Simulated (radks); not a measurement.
Problem. The mean radii <r> (bohr) of the occupied orbitals of an atom or ion are listed with their occupations. Method: Dirac Kohn-Sham, PBE, spin-unpolarised, spherical densities, finite nucleus; Fermi nuclear charge, rms radius of each element as measured or else 0.836 A^(1/3) + 0.57 fm; computed with a radial shooting solver on a logarithmic mesh with Libxc functionals.

orbital  occ.      <r>
1s1/2       2  0.01899
2s1/2       2  0.07920
2p1/2       2  0.06563
2p3/2       4  0.07317
3s1/2       2   0.1960
3p1/2       2   0.1849
3p3/2       4   0.1967
3d3/2       2   0.1695

Name the element and its charge. Open shells, if any, fill j = l - 1/2 first.

Solution. Z = 72, hafnium, charge +52: Hf52+ in [Ar] 3d2. The 1s radius gives Z: for a bare nucleus <r> = (2 gamma + 1)/(2Z) with gamma = sqrt(1 - (Z/c)^2), 0.01876 bohr for Z = 72, and screening makes it slightly larger (0.01899 here). The occupations add up to 20, and the charge is Z minus that.
